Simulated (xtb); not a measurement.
In(H)(OH)(NH2) (H₄InNO), SMILES [OH][InH][NH2]. All values are semi-empirical tight-binding results from xtb (GFN2-xTB unless named), good for trends rather than for accurate numbers. The structure is a stationary point at GFN2-xTB. The values are those of a single conformer.

Optimised geometry:

Bonds (Å): In1–H2 1.703, In1–O3 1.945, In1–N5 2.037, O3–H4 0.955, N5–H6 1.018, N5–H7 1.016. Angles (°): H2–In1–O3 119.6, H2–In1–N5 131.3, O3–In1–N5 108.9, In1–O3–H4 120.8, In1–N5–H6 104.7, In1–N5–H7 114.7, H6–N5–H7 107.1.
Charge 0, spin multiplicity 1.

For metal compounds this method's bond lengths and energies can be far off.

- orbital gap = 3.43 eV
- zero-point energy = 25.0 kcal/mol
- G − E(el) at 298.15 K (modified RRHO) = 6.3 kcal/mol

Computed atomic charges and the Wiberg bond orders between heavy atoms:
charges (e) In1 0.25, H2 -0.01, O3 -0.52, H4 0.30, N5 -0.38, H6 0.19, H7 0.17. Bond orders In1–O3 1.06, In1–N5 1.04.
